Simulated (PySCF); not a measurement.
# Computed records: BClFH2O, BH4O3

Computed with PySCF 2.14.0. Calculation on a computer-drawn molecule: the log of a Hartree-Fock and frozen-core CCSD(T) single point meant for a local Hartree-Fock minimum, with one planted fault or none, to be diagnosed. Offsets are logged minus clean, where the clean run is the same molecule without the fault. The reference is restricted for singlets and unrestricted otherwise, and also for a bond in bohr or an excited solution. Adding or removing an electron swaps singlet and doublet. The excited solution moves the top pair (singlet) or top alpha electron (doublet) to the lowest empty orbital. Highest occupied and lowest empty are orbital energies over both spins, largest force is the largest gradient component, triples share is (T) over the correlation energy, the T1 limit is 0.02 restricted and 0.045 unrestricted, electrons count all cores, a negative frequency is imaginary (commonest isotopes), and the dipole is about the centre of nuclear charge.

Common to all runs: meant charge -1; meant multiplicity 1; logged SCF converged yes; logged SCF stable within its kind yes; possible faults no fault, one electron removed, one electron added, multiplicity raised by two, geometry at a saddle point, SCF held on an excited solution, minimal basis STO-3G, one bond length entered in bohr, all coordinates scaled.

(1) 
```xyz
6
formula=BClFH2O meant_basis=aug-cc-pV(D+d)Z logged_electrons=42 logged_basis_functions=26 logged_spin_squared=0 logged_highest_occupied=-1.5294 logged_lowest_empty=17.299 logged_largest_force=0.052228 logged_T1_diagnostic=0.010129 logged_D1_diagnostic=0.045949 logged_triples_share=0.031339 logged_CC_converged=yes logged_dipole_magnitude=2.2698 logged_energy_HF=-652.04227 logged_energy_CCSD(T)=-652.15521 planted_fault=minimal_basis_STO-3G HF_energy_offset_from_clean_run=4908 CCSD(T)_energy_offset_from_clean_run=5282
O     -2.6203     1.3279    -1.7910
B     -1.2724     1.5251    -2.1291
F     -1.1354     2.3521    -3.2219
Cl    -0.4204     2.6648    -0.4144
H     -2.6854     0.9467    -0.9334
H     -0.5071     0.5890    -2.1011
```

Units: logged_highest_occupied, logged_lowest_empty in eV; logged_largest_force in hartree/bohr; logged_dipole_magnitude in debye; logged_energy_HF, logged_energy_CCSD(T) in hartree; HF_energy_offset_from_clean_run, CCSD(T)_energy_offset_from_clean_run in kcal/mol.

Drawn bonds:
```csv
atom,other atom,order
1,2,1
2,3,1
2,4,1
1,5,1
2,6,1
```

(2) 
```xyz
6
formula=BClFH2O meant_basis=aug-cc-pV(D+d)Z logged_electrons=42 logged_basis_functions=119 logged_spin_squared=2.0087 logged_highest_occupied=0.90772 logged_lowest_empty=1.1924 logged_largest_force=0.048379 logged_dipole_magnitude=9.5184 logged_energy_HF=-659.68317 planted_fault=multiplicity_raised_by_two HF_energy_offset_from_clean_run=113.3
O     -2.6203     1.3279    -1.7910
B     -1.2724     1.5251    -2.1291
F     -1.1354     2.3521    -3.2219
Cl    -0.4204     2.6648    -0.4144
H     -2.6854     0.9467    -0.9334
H     -0.5071     0.5890    -2.1011
```

Units: logged_highest_occupied, logged_lowest_empty in eV; logged_largest_force in hartree/bohr; logged_dipole_magnitude in debye; logged_energy_HF in hartree; HF_energy_offset_from_clean_run in kcal/mol.

Drawn bonds:
```csv
atom,other atom,order
1,2,1
2,3,1
2,4,1
1,5,1
2,6,1
```

Notes: coupled-cluster numbers left out as unreliable; highest electron not bound in this basis.

(3) 
```xyz
8
formula=BH4O3 meant_basis=aug-cc-pVDZ logged_electrons=34 logged_basis_functions=128 logged_spin_squared=0 logged_highest_occupied=-4.887 logged_lowest_empty=4.0827 logged_largest_force=0.065725 logged_T1_diagnostic=0.015368 logged_D1_diagnostic=0.040587 logged_triples_share=0.027363 logged_CC_converged=yes logged_dipole_magnitude=2.2376 logged_energy_HF=-251.74196 logged_energy_CCSD(T)=-252.50085
O     -0.2379    -1.7794    -0.7759
B      0.7664    -1.2695     0.0601
O      1.6514    -2.3573     0.3033
O      1.4092    -0.2046    -0.5747
H     -0.3127    -2.6526    -0.6056
H      0.3448    -0.8515     1.0959
H      2.2853    -2.0807     0.8673
H      1.6003    -0.4718    -1.4073
```

Units: logged_highest_occupied, logged_lowest_empty in eV; logged_largest_force in hartree/bohr; logged_dipole_magnitude in debye; logged_energy_HF, logged_energy_CCSD(T) in hartree.

Drawn bonds:
```csv
atom,other atom,order
1,2,1
2,3,1
2,4,1
1,5,1
2,6,1
3,7,1
4,8,1
```

To be estimated
1. BH4O3 (entry 3): planted fault?

Answers
1. all coordinates scaled, by -5.1 %

Further results for BH4O3 (entry 3):

| Quantity | Value |
| --- | --- |
| HF energy offset from clean run | 14.02 kcal/mol |
| CCSD(T) energy offset from clean run | 21.68 kcal/mol |
